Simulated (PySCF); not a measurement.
# Radial density of Ge (germanium, neutral)

UHF, [Ar] 3d10 4s2 4p1 4d1, one real determinant (an excited configuration). Calculation: PySCF 2.14, in dyall-av2z (16s12p8d, 92 functions); no relativity, point nucleus.

```json
{"r (bohr)": "0.000763", "4πr²ρ (e/bohr)": "0.1567", "4πr²(ρα − ρβ)": "0.0000"}
{"r (bohr)": "0.00128", "4πr²ρ (e/bohr)": "0.4292", "4πr²(ρα − ρβ)": "0.0000"}
{"r (bohr)": "0.00216", "4πr²ρ (e/bohr)": "1.148", "4πr²(ρα − ρβ)": "0.0000"}
{"r (bohr)": "0.00363", "4πr²ρ (e/bohr)": "2.956", "4πr²(ρα − ρβ)": "-0.0001"}
{"r (bohr)": "0.00611", "4πr²ρ (e/bohr)": "7.135", "4πr²(ρα − ρβ)": "-0.0002"}
{"r (bohr)": "0.0103", "4πr²ρ (e/bohr)": "15.49", "4πr²(ρα − ρβ)": "-0.0003"}
{"r (bohr)": "0.0173", "4πr²ρ (e/bohr)": "28.10", "4πr²(ρα − ρβ)": "-0.0003"}
{"r (bohr)": "0.0291", "4πr²ρ (e/bohr)": "38.24", "4πr²(ρα − ρβ)": "0.0012"}
{"r (bohr)": "0.0489", "4πr²ρ (e/bohr)": "35.46", "4πr²(ρα − ρβ)": "0.0077"}
{"r (bohr)": "0.0823", "4πr²ρ (e/bohr)": "32.46", "4πr²(ρα − ρβ)": "0.0204"}
{"r (bohr)": "0.138", "4πr²ρ (e/bohr)": "44.96", "4πr²(ρα − ρβ)": "0.0180"}
{"r (bohr)": "0.233", "4πr²ρ (e/bohr)": "32.12", "4πr²(ρα − ρβ)": "-0.0051"}
{"r (bohr)": "0.392", "4πr²ρ (e/bohr)": "24.74", "4πr²(ρα − ρβ)": "0.0414"}
{"r (bohr)": "0.659", "4πr²ρ (e/bohr)": "25.14", "4πr²(ρα − ρβ)": "0.0144"}
{"r (bohr)": "1.11", "4πr²ρ (e/bohr)": "6.877", "4πr²(ρα − ρβ)": "0.0641"}
{"r (bohr)": "1.86", "4πr²ρ (e/bohr)": "2.012", "4πr²(ρα − ρβ)": "0.4329"}
{"r (bohr)": "3.13", "4πr²ρ (e/bohr)": "0.8089", "4πr²(ρα − ρβ)": "0.4637"}
{"r (bohr)": "5.27", "4πr²ρ (e/bohr)": "0.2981", "4πr²(ρα − ρβ)": "0.2870"}
{"r (bohr)": "8.87", "4πr²ρ (e/bohr)": "0.002762", "4πr²(ρα − ρβ)": "0.0028"}
```

⟨L²⟩ = 8.03 against 12 for a pure F term, so this real determinant mixes terms. The outer electron is Rydberg-like, and this basis confines it to a smaller radius and binds it less than a complete one would.

Question: Where is the radial spin density 4πr²(ρα − ρβ) most negative, and why is it negative at all?

Answer: Around r = 0.233 bohr, down to -0.0051 e/bohr: exchange with the open shell polarises the paired shells in an unrestricted calculation.
